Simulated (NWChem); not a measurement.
Molecule: SnSiH$_{3}$Br, singlet; SMILES [SiH3][Sn][Br]

Low-valent species are run as closed-shell singlets; no triplet was tried in these runs. This build's default masses of Se (78.918 u) and Br (79.917 u) are each other's, which moves their modes by up to 0.6 %. def2 effective core potentials on Sn; no spin-orbit coupling.

Task: Give the equilibrium geometry at PBE-D3(BJ)/def2-SVP with def2 effective core potentials on Sn (NWChem) as a Z-matrix, with the point group.

Result: point group Cs; any orientation.
```
Si
H 1 1.5100
H 1 1.5101 2 107.76
H 1 1.5118 2 107.63 3 115.81
Sn 1 2.6958 2 109.64 4 124.97
Br 5 2.5719 1 89.65 2 58.93
```
